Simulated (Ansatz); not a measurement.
Consider the ligand exchange at the Si–N bond: `C/C(Cl)=N\[SiH3]` + `[CH3][Ga]([CH3])[OH]` → `[CH3][Ga]([CH3])[O][SiH3]` + `CC(=N)Cl`.

Gas-phase electronic energies from Ansatz, PBE0-D4/def2-TZVP geometries. CCSD(T)/CBS is the MP2 limit (def2-TZVPP, def2-QZVPP) plus CCSD(T) − MP2 in def2-TZVPP, frozen cores. Functionals use def2-TZVPP. For Ga outer-core shells are correlated without core-valence functions, which leaves a few kJ/mol of doubt a bond. Scalar relativity is left out up to krypton. Each species was taken in one conformer, which may not be the lowest.

`C/C(Cl)=N\[SiH3]`:

Z-matrix (Å, degrees):
```
C
C 1 1.492
H 1 1.092 2 109.7
H 1 1.090 2 110.6 3 121.3
H 1 1.092 2 109.7 3 -117.5
Cl 2 1.781 1 110.7 3 58.5
N 2 1.237 1 130.8 3 -121.6
Si 7 1.726 2 133.7 1 -0.0
H 8 1.482 7 107.3 2 121.4
H 8 1.482 7 107.3 2 -120.2
H 8 1.493 7 114.4 2 0.6
```

`[CH3][Ga]([CH3])[OH]`:

Z-matrix (Å, degrees):
```
C
Ga 1 1.957
H 1 1.093 2 110.7
H 1 1.090 2 110.3 3 -120.4
H 1 1.093 2 110.9 3 119.0
C 2 1.967 1 129.2 3 -60.2
O 2 1.800 1 112.8 3 119.6
H 6 1.091 2 112.0 1 -175.4
H 6 1.093 2 110.1 1 64.0
H 6 1.093 2 110.5 1 -54.2
H 7 0.959 2 114.3 1 -180.0
```

`[CH3][Ga]([CH3])[O][SiH3]`:

```xyz
14

C    -1.810   -0.373    0.755
Ga   -0.309    0.614   -0.026
C    -0.051    2.486   -0.523
O     1.158   -0.381   -0.361
Si    1.678   -1.911   -0.214
H    -2.678    0.264    0.927
H    -2.100   -1.193    0.093
H    -1.506   -0.819    1.705
H     0.379    2.545   -1.524
H     0.661    2.949    0.166
H    -0.979    3.057   -0.496
H     2.857   -1.977    0.694
H     0.621   -2.807    0.346
H     2.080   -2.454   -1.541
```

`CC(=N)Cl`:

```xyz
8

C     0.059   -0.962    0.232
C    -0.064    0.479   -0.109
N     0.881    1.201   -0.484
Cl   -1.724    1.083    0.076
H     1.093   -1.275    0.097
H    -0.599   -1.556   -0.407
H    -0.251   -1.131    1.265
H     0.604    2.161   -0.670
```

CCSD(T)/CBS gives -0.77 eV.

Q: Another level gave -0.74 eV. Which?
A. LC-ωPBE/def2-TZVPP
B. HF/def2-TZVPP
C. SCS-MP2/def2-TZVPP
D. PBE/def2-TZVPP

A: A. LC-ωPBE -0.74, PBE -0.66, SCS-MP2/def2-TZVPP -0.81, HF/def2-TZVPP -0.92 eV.

Largest T1 diagnostic among the species: 0.013.

Leaving LDA and LC-ωPBE aside and taking each functional with its dispersion term where it has one, the values, not all of them listed here, spread over 0.18 eV, from BHLYP-D4 to revPBE-D4. LDA lies +0.03 eV from PBE without D4. From BLYP to BHLYP (50 % exact exchange), in def2-TZVPP and without D4, ΔE moves by −0.11 eV.
